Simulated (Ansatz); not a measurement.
Species: H₃B, SMILES `B` (charge 0, multiplicity 1).

Problem. Give a relaxed geometry from PBE0-D4/def2-TZVP (Ansatz, a program for electronic structure).

Solution. the end point of this relaxation (outside a Z-matrix the atoms follow the SMILES, hydrogens last).
Cartesian coordinates (Å) in one orientation:
```xyz
4

B      0.000     0.000     0.000
H     -0.835    -0.852     0.000
H     -0.320     1.149     0.000
H      1.155    -0.298    -0.001
```
